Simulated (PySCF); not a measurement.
Question: What does the PBE0-D3(BJ)/def2-SVP structure of `ICC(C)C` look like in three dimensions?

Answer: 
```xyz
14
C4H9I angstrom
C     -0.0031   -1.4288   -0.2923
C     -0.0364    0.0914   -0.3697
C     -1.3449    0.6454    0.1940
C      1.1190    0.7423    0.3729
I      3.0666    0.3309   -0.4767
H     -0.8419   -1.8676   -0.8533
H     -0.0836   -1.7692    0.7536
H      0.9317   -1.8332   -0.7079
H      0.0330    0.3903   -1.4306
H     -2.2078    0.2152   -0.3370
H     -1.4009    1.7405    0.0965
H     -1.4539    0.3941    1.2620
H      1.0471    1.8375    0.3641
H      1.1833    0.3973    1.4148
```

Any rigid rotation of these coordinates is as good. Atoms count from 1 in this order. Of the pairs four or more bonds apart, I5···H8 is among the closest relative to their van der Waals radii: 3.05 Å, 96 % of the sum of Bondi's values.

Bonds between heavy atoms (Å): C1–C2 1.522, C2–C3 1.529, C2–C4 1.520, C4–I5 2.164.

Method used: PBE0-D3(BJ)/def2-SVP geometry optimisation, gas phase, def2 core potentials past Kr in PySCF.

Point group: C1 (no symmetry element, even within 0.4 Å). Not checked by PBE0-D3(BJ)/def2-SVP frequencies. One conformer, not necessarily the lowest (C1–C2–C4–I5 66°).
